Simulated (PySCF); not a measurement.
C₃H₇BFN, SMILES C(=C\B(N)F)/C.

Geometry optimised at ωB97X-D3(BJ)/def2-SVP. A frequency run showed that this geometry is not a minimum. The structure was generated by enumeration; whether it is a known compound was not checked. The values are those of a single conformer.

Two levels are set side by side: PBE/def2-TZVP (PySCF) and B3LYP/def2-TZVP (PySCF). Same geometry, gas phase. Differences are taken from unrounded values.

```
quantity                       PBE
---------------------------  -----
orbital gap (eV)              4.61
highest occupied level (eV)  -6.13
lowest empty level (eV)      -1.52
dipole moment (D)             2.53
mean polarisability (bohr³)   61.9
```

Problem. These are the PBE values. What does B3LYP give? (Estimate from the structure and the level; the computed values follow.)

Solution. 
| quantity | B3LYP | PBE minus B3LYP |
|---|---|---|
| orbital gap (eV) | 6.30 | -1.69 |
| highest occupied level (eV) | -7.08 | 0.95 |
| lowest empty level (eV) | -0.78 | -0.74 |
| dipole moment (D) | 2.59 | -0.06 |
| mean polarisability (bohr³) | 59.9 | 2.0 |

PBE's occupied levels lie high since its potential decays too fast outside the molecule; exact exchange lowers them and widens the gap. PBE's more diffuse valence density responds more strongly to a field. Differences between two approximate levels are no errors against the true value.

Rough cost on one machine, each run with all the roots and properties that it gave: B3LYP against PBE within a factor of 2.
